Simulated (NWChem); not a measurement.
System meant: C$_{2}$H$_{6}$Se; SMILES CC[SeH]

Here is an NWChem input.

```
start job
memory heap 200 mb stack 900 mb global 1100 mb
geometry units angstroms noautoz
  Se    -0.038861    -0.807947     0.056643
  H     -0.833459    -0.722428    -1.180095
  C      0.649122     1.023514    -0.055820
  C     -0.408340     2.101459     0.064062
  H      1.224464     1.113264    -0.988469
  H      1.372081     1.078124     0.772648
  H     -0.972184     2.006402     1.003755
  H     -1.130775     2.050229    -0.765124
  H      0.056077     3.101480     0.040335
end
basis spherical
  * library def2-svp
end
dft
  odft
  mult 2
  xc pbe0
  iterations 150
  mulliken
end
task dft energy
```

End of the output:

```
 Summary of "ao basis" -> "" (spherical)
 ------------------------------------------------------------------------------
       Tag                 Description            Shells   Functions and Types
 ---------------- ------------------------------  ------  ---------------------
 *                          def2-svp                  on all atoms

                                 NWChem DFT Module
                                 -----------------

 Summary of "ao basis" -> "ao basis" (spherical)
 ------------------------------------------------------------------------------
       Tag                 Description            Shells   Functions and Types
 ---------------- ------------------------------  ------  ---------------------
 Se                         def2-svp                12       32   5s4p3d
 H                          def2-svp                 3        5   2s1p
 C                          def2-svp                 6       14   3s2p1d

 Summary of "ao basis" -> "ao basis" (spherical)
 ------------------------------------------------------------------------------
       Tag                 Description            Shells   Functions and Types
 ---------------- ------------------------------  ------  ---------------------
 Se                         def2-svp                12       32   5s4p3d
 H                          def2-svp                 3        5   2s1p
 C                          def2-svp                 6       14   3s2p1d

  number of electrons :                   52
  multiplicity        :                    2
 ------------------------------------------------------------------------
  no. of electrons and multiplicity not compatible                  52
 ------------------------------------------------------------------------
 ------------------------------------------------------------------------
  current input line :
    24: task dft energy
 ------------------------------------------------------------------------
 ------------------------------------------------------------------------
 There is an error in the input file
 ------------------------------------------------------------------------
 For more information see the NWChem manual at https://nwchemgit.github.io

0: no. of electrons and multiplicity not compatible:Received an Error in Communication
```

Question: Can this run be used? If not, why, and what is the fix?

Answer: The program refused the input. Cause: the multiplicity doesn't fit the number of electrons (an even count wants an odd multiplicity, and the reverse). This input runs:
```
start job
memory heap 200 mb stack 900 mb global 1100 mb
geometry units angstroms noautoz
  Se    -0.038861    -0.807947     0.056643
  H     -0.833459    -0.722428    -1.180095
  C      0.649122     1.023514    -0.055820
  C     -0.408340     2.101459     0.064062
  H      1.224464     1.113264    -0.988469
  H      1.372081     1.078124     0.772648
  H     -0.972184     2.006402     1.003755
  H     -1.130775     2.050229    -0.765124
  H      0.056077     3.101480     0.040335
end
basis spherical
  * library def2-svp
end
dft
  xc pbe0
  iterations 150
  mulliken
end
task dft energy
```
It converges to -2480.63773 Ha (PBE0/def2-SVP).
